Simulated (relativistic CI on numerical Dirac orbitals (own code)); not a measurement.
In40+: computed level list

These numbers are calculated, not measured: Dirac-Coulomb-Breit CI, orbitals from a KLI potential per configuration, model QED (radiative potential, 1s self-energy scaled to tabulated hydrogen-like ionisation energies), unscaled Slater integrals (own radial code, finite nucleus).

Configuration list (outside the closed core 1s2): 2s²2p⁵, 2s2p⁶, 2p⁶3s, 2p⁶3p, 2p⁶3d, 2s²2p⁴3s, 2s²2p⁴3p, 2s²2p⁴3d, 2s2p⁵3s, 2s2p⁵3p, 2s2p⁵3d, 2s²2p⁴4s, 2s²2p⁴4p, 2s²2p⁴4d, 2s²2p⁴4f, 2s2p⁵4s. Levels of other configurations are missing.

The lowest level is 2s²2p⁵ ²P°3/2, with 100 % of that term; Hund's rules for 2s²2p⁵ give ²P° with J = 3/2, in agreement.

```csv
No.,Configuration,Term,J,E (10³ cm⁻¹),%,Next component (%),jj configuration (%)
1,2s²2p⁵,²P°,3/2,0.0,100,,2p3/2^3 (100)
2,2s²2p⁵,²P°,1/2,1755.9,100,,2p1/2 2p3/2^4 (100)
3,2s2p⁶,²S,1/2,3926.6,100,,2s (100)
4,2s²2p⁴3s,⁴P,5/2,28110.8,72,28 ²D,2p3/2^2 3s (99)
5,2s²2p⁴3s,²P,3/2,28165.7,58,29 ²D,2p3/2^2 3s (100)
6,2s²2p⁴3s,²S,1/2,28394.8,60,28 ⁴P,2p3/2^2 3s (99)
7,2s²2p⁴3p,⁴P°,3/2,28710.9,35,25 ²P°,2p3/2^2 3p1/2 (99)
8,2s²2p⁴3p,²D°,5/2,28731.8,35,29 ⁴D°,2p3/2^2 3p1/2 (99)
9,2s²2p⁴3p,²P°,1/2,28974.6,73,18 ⁴D°,2p3/2^2 3p1/2 (94)
10,2s²2p⁴3p,²D°,5/2,29186.0,49,42 ⁴P°,2p3/2^2 3p3/2 (99)
11,2s²2p⁴3p,⁴D°,7/2,29192.0,72,28 ²F°,2p3/2^2 3p3/2 (100)
12,2s²2p⁴3p,²P°,1/2,29203.5,45,40 ²S°,2p3/2^2 3p3/2 (94)
13,2s²2p⁴3p,²P°,3/2,29409.6,41,31 ²D°,2p3/2^2 3p3/2 (99)
14,2s²2p⁴3p,²P°,3/2,29514.6,62,18 ⁴D°,2p3/2^2 3p3/2 (98)
15,2s²2p⁴3s,⁴P,3/2,29843.7,83,13 ²P,2p1/2 2p3/2^3 3s (97)
16,2s²2p⁴3s,²P,1/2,29891.3,65,33 ⁴P,2p1/2 2p3/2^3 3s (97)
17,2s²2p⁴3d,⁴D,3/2,29901.1,34,30 ²D,2p3/2^2 3d3/2 (96)
18,2s²2p⁴3d,⁴D,5/2,29907.5,44,18 ²D,2p3/2^2 3d3/2 (90)
19,2s²2p⁴3d,⁴P,1/2,29927.4,41,37 ²P,2p3/2^2 3d3/2 (90)
20,2s²2p⁴3d,⁴F,7/2,29933.2,34,31 ²F,2p3/2^2 3d3/2 (95)
21,2s²2p⁴3s,²D,5/2,29977.4,70,27 ⁴P,2p1/2 2p3/2^3 3s (96)
22,2s²2p⁴3s,²D,3/2,30005.7,68,27 ²P,2p1/2 2p3/2^3 3s (97)
23,2s²2p⁴3d,²F,7/2,30014.5,53,37 ⁴D,2p3/2^2 3d5/2 (94)
24,2s²2p⁴3d,⁴F,9/2,30023.1,71,29 ²G,2p3/2^2 3d5/2 (100)
25,2s²2p⁴3d,²P,1/2,30096.7,46,25 ⁴P,2p3/2^2 3d5/2 (89)
26,2s²2p⁴3d,²D,3/2,30143.0,55,24 ⁴P,2p3/2^2 3d3/2 (50)
27,2s²2p⁴3d,²D,5/2,30211.6,45,29 ²F,2p3/2^2 3d5/2 (92)
28,2s²2p⁴3d,²D,3/2,30258.7,40,34 ²P,2p3/2^2 3d3/2 (49)
29,2s²2p⁴3d,²D,5/2,30357.1,64,14 ⁴F,2p3/2^2 3d5/2 (95)
30,2s²2p⁴3p,⁴P°,1/2,30430.9,55,24 ⁴D°,2p1/2 2p3/2^3 3p1/2 (99)
31,2s²2p⁴3p,⁴D°,3/2,30476.6,52,25 ²P°,2p1/2 2p3/2^3 3p1/2 (99)
32,2s²2p⁴3p,²F°,5/2,30577.5,56,30 ²D°,2p1/2 2p3/2^3 3p1/2 (99)
33,2s²2p⁴3p,²P°,3/2,30757.3,58,19 ²D°,2p1/2 2p3/2^3 3p1/2 (96)
34,2s²2p⁴3p,⁴D°,5/2,30907.9,55,29 ⁴P°,2p1/2 2p3/2^3 3p3/2 (99)
35,2s²2p⁴3p,²P°,1/2,30945.5,36,28 ²S°,2p1/2 2p3/2^3 3p3/2 (98)
36,2s²2p⁴3p,²D°,3/2,30957.6,50,26 ⁴S°,2p1/2 2p3/2^3 3p3/2 (98)
37,2s²2p⁴3p,²F°,7/2,31046.7,72,28 ⁴D°,2p1/2 2p3/2^3 3p3/2 (100)
38,2s²2p⁴3p,²D°,3/2,31050.6,43,42 ²P°,2p1/2 2p3/2^3 3p3/2 (98)
39,2s²2p⁴3p,²D°,5/2,31097.2,72,14 ²F°,2p1/2 2p3/2^3 3p3/2 (99)
40,2s²2p⁴3p,²P°,1/2,31322.7,83,10 ⁴D°,2p1/2 2p3/2^3 3p3/2 (97)
41,2s²2p⁴3d,⁴D,1/2,31599.3,80,16 ²P,2p1/2 2p3/2^3 3d3/2 (98)
42,2s²2p⁴3d,⁴D,3/2,31656.9,37,29 ⁴F,2p1/2 2p3/2^3 3d3/2 (91)
43,2s²2p⁴3d,⁴F,5/2,31704.2,56,23 ²D,2p1/2 2p3/2^3 3d3/2 (98)
44,2s2p⁵3s,⁴P°,5/2,31738.4,98,2 2s²2p⁴3p ⁴P°,2s 2p3/2^3 3s (98)
45,2s²2p⁴3d,⁴F,7/2,31739.5,46,38 ⁴D,2p1/2 2p3/2^3 3d5/2 (99)
```

Energies count from the lowest computed level; ° marks odd parity. Filled j subshells are mostly left out of the jj labels.

The mean weight of the leading LS term, summed over parents, in these 45 levels is 59 %, and that of the leading jj configuration (from the same eigenvectors) 95 %, so jj coupling describes them better and the LS labels are nominal.

At this charge energies of transitions that change n are usually good to better than 1 %, and those within a shell (Δn = 0) to a few per cent.

LS names give the leading component of a level, which can be under half, so a name can repeat, a term be missing and a line seem to break the LS rules.
